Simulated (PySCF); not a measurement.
Carbon: a sound run and one with changed settings

Sound run: C⁺ [He] 2s2 2p1, C²⁺ [He] 2s2. Computed with PySCF 2.14 in cc-pVTZ-DK, with scalar relativity by spin-free X2C-1e. In the sound run the correlated levels freeze 1s2. The sound run starts from symmetry-adapted Hartree-Fock orbitals and uses a fine grid where one is needed.

Changed run: a valence shell is frozen. This setting is unsound on purpose.

Ionisation energy of C⁺:

```json
{"method": "UHF", "sound run (eV)": "24.142", "changed run (eV)": "24.142"}
{"method": "MP2", "sound run (eV)": "24.352", "changed run (eV)": "24.142"}
{"method": "SCS-MP2", "sound run (eV)": "24.313", "changed run (eV)": "24.142"}
{"method": "CCSD", "sound run (eV)": "24.188", "changed run (eV)": "24.142"}
{"method": "CCSD(T)", "sound run (eV)": "24.219", "changed run (eV)": "24.142"}
{"method": "CCSDT", "sound run (eV)": "n/a", "changed run (eV)": "24.142"}
{"method": "FCI", "sound run (eV)": "n/a", "changed run (eV)": "24.142"}
```

Freezing a valence shell removes pair correlation that changes on ionisation.

For comparison, NIST gives 24.383 eV between the lowest levels.
